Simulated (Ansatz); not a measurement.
`CCBC[SiH3]` + arsine → `[SiH3]CB[AsH2]` + ethane  (ligand exchange at a B–C bond)

Computed with Ansatz on PBE0-D4/def2-TZVP structures; ΔE is electronic, products minus reactants. CCSD(T)/CBS is the MP2 limit (def2-TZVPP, def2-QZVPP) plus CCSD(T) − MP2 in def2-TZVPP, frozen cores. This one scheme is used for every species. DFT in def2-TZVPP. For As outer-core shells are correlated without core-valence functions, which leaves a few kJ/mol of doubt a bond. Scalar relativity is left out up to krypton. One conformer a species, not always the lowest.

| level | ΔE (kJ/mol) | difference from CCSD(T)/CBS |
| --- | --- | --- |
| revPBE-D4 | -24.9 | 0.7 |
| ωB97M-V | -18.0 | 7.6 |
| PBE-QIDH | -26.2 | -0.6 |
| PBE | -24.9 | 0.7 |
| r2SCAN0 | -23.8 | 1.8 |
| CCSD/def2-SVP | -16.3 | 9.3 |
| CCSD(T)/def2-SVP | -17.5 | 8.1 |
| MP2/def2-TZVPP | -28.8 | -3.2 |
| SCS-MP2/def2-TZVPP | -25.8 | -0.2 |
| MP2/def2-QZVPP | -28.9 | -3.3 |
| CCSD(T)/CBS | -25.6 | 0 |

**Question.** What do rigid-rotor, harmonic-oscillator terms from PBE0-D4/def2-TZVP frequencies (298.15 K, 1 bar) make of the CCSD(T)/CBS value? (An estimate is asked.)

**Answer.** Computed: ΔZPE = +9.6 kJ/mol, ΔH = -16.9 kJ/mol, ΔS = -6 J/(mol·K), ΔG = -15.2 kJ/mol. Modes under 50 cm⁻¹ make the entropy rough.

Largest T1 diagnostic among the species: 0.013.

In def2-TZVPP, CCSD(T) changes the Hartree–Fock value by −5.9 kJ/mol (the triples alone add −1.5 kJ/mol) and MP2 by −9.9 kJ/mol. At CCSD(T), def2-SVP lies +8.1 kJ/mol from the extrapolated value and def2-TZVPP +0.8 kJ/mol. Leaving LDA and LC-ωPBE aside and taking each functional with its dispersion term where it has one, the values, not all of them listed here, spread over 8.3 kJ/mol, from PBE-QIDH to CAM-B3LYP-D4. LDA lies +5.3 kJ/mol from PBE without D4.

CCSD(T)/CBS has its own doubt, a few kJ/mol and more with outer-core shells, so smaller differences from it don't rank the levels.
